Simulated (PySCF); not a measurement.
Species: C6H10Cl (charge +1).
Atom-mapped SMILES: `[Cl:1][CH2:2][C+:3]1[CH2:4][CH2:5][CH2:6][CH2:7]1` (hydrogens: H8, H9 on C2; H10, H11 on C4; H12, H13 on C5; H14, H15 on C6; H16, H17 on C7)

Cartesian coordinates in Å at the GFN2-xTB level; atoms count from 1:
```xyz
17
C6H10Cl angstrom
Cl     1.7414    0.0267   -1.9279
C      2.0825   -0.7501   -0.3297
C      0.7211   -0.2551   -0.1194
C      0.3802    1.0203    0.5541
C     -1.1488    0.9919    0.7358
C     -1.6349   -0.0317   -0.2923
C     -0.5013   -1.0611   -0.3041
H      2.8981   -0.2512    0.1863
H      2.2297   -1.8207   -0.4422
H      0.9212    1.0995    1.5015
H      0.6889    1.8864   -0.0336
H     -1.5976    1.9703    0.5896
H     -1.3943    0.6537    1.7422
H     -2.5913   -0.4695   -0.0222
H     -1.7331    0.4247   -1.2772
H     -0.5773   -1.6928    0.5922
H     -0.4915   -1.7292   -1.1632
```

Structure optimised with GFN2-xTB, isolated species.

Masses are those of the commonest isotopes; rigid-rotor values at the optimised geometry. The values belong to one conformer with, in the numbering `[Cl:1][CH2:2][C+:3]1[CH2:4][CH2:5][CH2:6][CH2:7]1`, Cl1–C2–C3–C4 -97°, C2–C3–C4–C5 -171°, C3–C4–C5–C6 -21°, C4–C5–C6–C7 35°, C5–C6–C7–C3 -36°.

Q: What are A, B and C (cm⁻¹)?

A: Ia = 119.57, Ib = 332.70, Ic = 350.79 u·Å²; 505379 MHz·u·Å²/I gives 4227, 1519 and 1441 MHz, that is A = 0.14099, B = 0.05067, C = 0.04806 cm⁻¹.

Q: Classify the top.

A: A near-prolate asymmetric top; Ray's κ = -0.944.

Q: Is it planar, by Δ = Ic − Ia − Ib?

A: Not planar: Δ = Ic − Ia − Ib = -101.48 u·Å². For a rigid frame Δ = −2 Σ m c², so Σ m c² = 50.74 u·Å² lies off the ab plane: 13.28 from hydrogen and 37.46 from heavier atoms. The atom farthest from that plane is 1.84 Å away.

Q: Give the other two planar moments, Paa and Pbb, and the rms extents of the mass along the axes.

A: Paa = Σ m a² = (Ib + Ic − Ia)/2 = 281.96 and Pbb = Σ m b² = (Ia + Ic − Ib)/2 = 68.83 u·Å². With the mass M = 117.05 u, the rms extents √(P/M) along a, b and c are 1.55, 0.77, 0.66 Å.

Q: Where do the levels up to J = 4 lie, in MHz?

A: Above 0(0,0):
J = 1: 1(0,1) 2960, 1(1,1) 5667, 1(1,0) 5746
J = 2: 2(0,2) 8878, 2(1,2) 11508, 2(1,1) 11743, 2(2,1) 19866, 2(2,0) 19868
J = 3: 3(0,3) 17750, 3(1,3) 20269, 3(1,2) 20739, 3(2,2) 28746, 3(2,1) 28754, 3(3,1) 42481, 3(3,0) 42481
J = 4: 4(0,4) 29572, 4(1,4) 31948, 4(1,3) 32731, 4(2,3) 40583, 4(2,2) 40608, 4(3,2) 54323, 4(3,1) 54323, 4(4,1) 73547, 4(4,0) 73547

GFN2-xTB frequencies: not computed here. Zero-point vibration and centrifugal distortion are left out.
